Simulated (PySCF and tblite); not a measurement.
The numbers below are computed, except where a source is named.
C₂H₇FSi, numbered as in [F:1][CH2:2][CH2:3][SiH3:4].

Search: ETKDG and KDG, MMFF94s, GFN2-xTB, 90 starts; geometries at PBE0-D3(BJ)/def2-SVP. Weights use PBE0-D3(BJ)/def2-TZVP energies plus GFN2-xTB zero-point and thermal terms (modes under about 100 cm⁻¹ blended into free rotors). Symmetry numbers and mirror images are counted. Conformers within 4 kcal/mol (GFN2-xTB free energy) were kept, 5 at most. GIAO shieldings: PBE0/pcSseg-1. Shifts are against TMS (¹H), TMS (¹³C), CFCl3 (¹⁹F), TMS (²⁹Si) at the same level. Codes: tblite and PySCF.

(1) List the conformer-averaged shifts at 298.15 K.

(2) How do the conformers differ?

(3) Which signal moves most, for its nucleus, between 180 and 400 K through the change of populations alone?

Unscaled ¹⁹F and ²⁹Si shifts at such levels can be off by tens of ppm; differences between conformers or isomers are more reliable. Shifts are unscaled: against experiment ¹³C can be off by 15 ppm or more and ¹H by 0.8 ppm.

Answers

(1) ¹H: 4.49 (H2, 2H), 3.85 (H4, 3H), 1.20 (H3, 2H) ppm. ¹³C: 82.1 (C2), 13.1 (C3) ppm. ¹⁹F: -223.0 (F1) ppm. ²⁹Si: -70.3 (Si4) ppm.

(2) Torsions listed: F1–C2–C3–Si4. Of a mirror pair one member is shown.
```tsv
conformer	shape	weight %
1	180°	63.5
2	51°	36.5
```

```
signal       1       2  average
    H2    4.41    4.62     4.49
    H3    1.30    1.02     1.20
    H4    3.80    3.94     3.85
    C2    81.8    82.6     82.1
    C3    13.2    12.8     13.1
    F1  -217.4  -232.6   -223.0
   Si4   -72.2   -66.8    -70.3
```

(3) F1: -220.7 ppm at 180 K, -221.9 ppm at 230 K, -223.0 ppm at 298.15 K, -223.4 ppm at 330 K, -224.0 ppm at 400 K.
